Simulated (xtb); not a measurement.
xtb input:

```bash
xtb mol.xyz --gfn 2 --ohess tight --chrg -1 --uhf 0
```
mol.xyz:
```
12

Si     0.51828336     0.87303892    -0.15533803
C      1.58192904    -0.73982145    -0.09809772
Cl     1.39544103     2.32122155     0.82863222
N     -1.02974273     0.54065878     0.64911111
Si    -2.28585747    -0.51617152     0.23134606
H      0.34904820     1.31186290    -1.52277877
H      1.04385911    -1.59180000    -0.55314559
H      2.54963282    -0.60116320    -0.64088935
H      1.78587176    -1.02712747     0.93531665
H     -1.25195865     1.30108304     1.28543742
H     -1.68095824    -1.81838511    -0.10097344
H     -3.03238722    -0.07688394    -0.92838923
```

### Question
What final total energy does it print?

### Answer
-16.86354 Eh (GFN2-xTB).

It need not be the lowest isomer of its formula. Whether it binds its extra electron was not tested at this geometry.
